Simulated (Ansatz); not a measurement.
Start from `[F][Hf]([Cl])([Cl])[Cl]` and change one atom or group to get `C#[C][Hf]([Cl])([Cl])[Cl]`.

Ansatz, PBE0-D4/def2-TZVP geometries, multiplicity 1. 

Elements past krypton have def2 core potentials.

```tsv
property	`[F][Hf]([Cl])([Cl])[Cl]`
LUMO energy (B3LYP/def2-TZVPP) / eV	-2.07
size of the dipole moment (PBE/def2-TZVPP) / D	0.06
LUMO energy (PBE/def2-TZVPP) / eV	-2.69
HOMO–LUMO gap (B3LYP/def2-TZVPP) / eV	7.33
LUMO energy (ωB97M-V/def2-TZVPP) / eV	0.26
HOMO energy (PBE0/def2-TZVPP) / eV	-9.70
```

(1) Give the same properties after the change, and the shifts. (Best estimate.)

Answers

(1) Computed: 
```tsv
property	`C#[C][Hf]([Cl])([Cl])[Cl]`	shift
LUMO energy (B3LYP/def2-TZVPP) / eV	-2.56	-0.49
size of the dipole moment (PBE/def2-TZVPP) / D	1.52	1.46
LUMO energy (PBE/def2-TZVPP) / eV	-3.16	-0.47
HOMO–LUMO gap (B3LYP/def2-TZVPP) / eV	5.94	-1.39
LUMO energy (ωB97M-V/def2-TZVPP) / eV	-0.34	-0.60
HOMO energy (PBE0/def2-TZVPP) / eV	-8.77	0.93
```

With PBE0 the HOMO rises by 0.93 eV and the LUMO falls by 0.50 eV, so the gap narrows by about 1.43 eV. PBE moves the HOMO by 0.73 eV and ωB97M-V by 0.92 eV. The zero-point energy changes by 42.2 kJ/mol with +6 modes. Dipoles are sizes alone; their direction can turn.

B3LYP here is the variant with VWN-RPA as its local correlation; programs differ in this.
